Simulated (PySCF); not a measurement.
Job file and geometry (Å, from GFN2-xTB) of an NMR shielding run on SMILES C/C(=C\F)[SiH]1SCCCS1, C6H11FS2Si, GIAO PBE0/pcSseg-1 NMR shielding, non-relativistic, gas phase (PySCF); density fitting, a coarse starting grid and PySCF grid level 2 are the driver's defaults:

```
$ OMP_NUM_THREADS=1 python probes_run.py task.json out

{"job": {"kind": "nmr", "xc": "PBE0", "basis": "pcSseg-1"}, "charge": 0, "multiplicity": 1}
C      3.139273    -0.564051     0.689981
C      2.200813     0.443534     0.110211
C      2.520767     1.717451    -0.051865
F      3.723488     2.212937     0.288979
Si     0.522869    -0.169674    -0.427057
S     -0.394574    -1.191072     1.219517
C     -2.098743    -1.335771     0.560239
C     -2.758687    -0.005108     0.234164
C     -2.319879     0.607414    -1.087275
S     -0.711074     1.481159    -1.011871
H      4.079237    -0.104272     0.984123
H      2.682046    -1.033129     1.559779
H      3.340455    -1.345692    -0.040536
H      1.875895     2.478354    -0.464981
H      0.590964    -1.105604    -1.552955
H     -2.064729    -1.984953    -0.315198
H     -2.644944    -1.844195     1.353584
H     -2.575908     0.704203     1.044177
H     -3.837564    -0.177208     0.177098
H     -2.254496    -0.145278    -1.873479
H     -3.024131     1.377899    -1.397104
```

Q: Write the output of this run.

A: 
```
coarse grid: 19296 points
cycle   1  E = -1420.0235368834  dE =  1.234e+00  |g| = 5.434e-01  |ddm| = 4.283e+00
cycle   2  E = -1419.9979625033  dE =  2.557e-02  |g| = 6.779e-01  |ddm| = 1.109e+00
cycle   3  E = -1420.0886354478  dE = -9.067e-02  |g| = 8.572e-02  |ddm| = 6.068e-01
cycle   4  E = -1420.0899834988  dE = -1.348e-03  |g| = 4.009e-02  |ddm| = 1.185e-01
cycle   5  E = -1420.0903554349  dE = -3.719e-04  |g| = 1.200e-02  |ddm| = 5.094e-02
cycle   6  E = -1420.0903862464  dE = -3.081e-05  |g| = 4.915e-03  |ddm| = 1.716e-02
cycle   7  E = -1420.0903911433  dE = -4.897e-06  |g| = 9.341e-04  |ddm| = 4.700e-03
final grid: 173368 points
cycle   8  E = -1420.1618761855  dE = -5.373e-05  |g| = 1.091e-02  |ddm| = 3.712e-02
cycle   9  E = -1420.1618554563  dE =  2.073e-05  |g| = 1.435e-02  |ddm| = 2.276e-02
cycle  10  E = -1420.1619051638  dE = -4.971e-05  |g| = 1.464e-03  |ddm| = 1.367e-02
cycle  11  E = -1420.1619055991  dE = -4.353e-07  |g| = 3.491e-04  |ddm| = 1.652e-03
cycle  12  E = -1420.1619056212  dE = -2.211e-08  |g| = 1.622e-04  |ddm| = 4.906e-04
cycle  13  E = -1420.1619056280  dE = -6.831e-09  |g| = 4.148e-05  |ddm| = 2.070e-04
cycle  14  E = -1420.1619056284  dE = -4.338e-10  |g| = 5.250e-06  |ddm| = 4.486e-05
converged SCF energy = -1420.1619056284

GIAO shielding tensors (ppm)
atom      isotropic    diamagn.    paramagn.     s11        s22        s33       span
  0 C      175.473     242.854     -67.381    157.708    182.933    185.778     28.070
  1 C       73.504     265.202    -191.698    -19.998     74.317    166.194    186.192
  2 C       23.427     253.407    -229.980    -75.086     69.123     76.243    151.329
  3 F      271.056     469.121    -198.065    134.251    256.997    421.920    287.669
  4 Si     353.379     881.641    -528.261    332.353    360.314    367.471     35.117
  5 S      605.528    1059.889    -454.361    482.220    634.290    700.074    217.854
  6 C      154.332     251.213     -96.881    140.295    153.794    168.907     28.612
  7 C      152.298     247.671     -95.373    140.788    146.754    169.351     28.564
  8 C      154.553     251.001     -96.448    139.603    154.342    169.714     30.111
  9 S      622.836    1060.379    -437.543    486.966    660.969    720.573    233.608
 10 H       29.030      27.291       1.739     23.447     28.533     35.110     11.663
 11 H       30.204      28.645       1.560     24.043     31.065     35.505     11.462
 12 H       30.307      27.131       3.176     25.425     28.371     37.126     11.700
 13 H       25.049      31.954      -6.905     19.663     24.480     31.006     11.343
 14 H       25.596      30.339      -4.743     22.178     23.713     30.898      8.721
 15 H       29.060      31.112      -2.052     24.269     27.738     35.173     10.904
 16 H       28.770      30.359      -1.589     21.887     27.485     36.938     15.051
 17 H       29.849      30.153      -0.304     27.659     27.916     33.974      6.315
 18 H       29.566      28.035       1.530     23.977     27.907     36.813     12.835
 19 H       29.066      30.991      -1.925     24.444     27.596     35.157     10.714
 20 H       28.752      30.261      -1.509     21.875     27.471     36.910     15.035
```

Q: Turn these shieldings into chemical shifts. References, each an isolated molecule treated in the same way: TMS for $^{13}$C (σref 186.93), $^{29}$Si (σref 349.16), $^{1}$H (σref 31.72); $^{19}$F (σref 170.95) against CFCl3; $^{33}$S (σref 503.73) vs CS2.

A: Averaging equivalent atoms: C 2: 163.5; C 1: 113.4; C 7: 34.6; C 6/8: 32.5; C 0: 11.5; F 3: -100.1; Si 4: -4.2; S 5/9: -110; H 13: 6.67; H 14: 6.12; H 16/20: 2.96; H 15/19: 2.65; H 18: 2.15; H 10/11/12: 1.87; H 17: 1.87 ppm. Unscaled 19F shifts against computed CFCl3 carry errors that often reach 10 to 50 ppm.

Size and cost of the density-fitted run: 246 basis functions, 2.3 min wall time on 1 thread of an Arm Neoverse N1, shared host; peak memory 1.1 GiB.
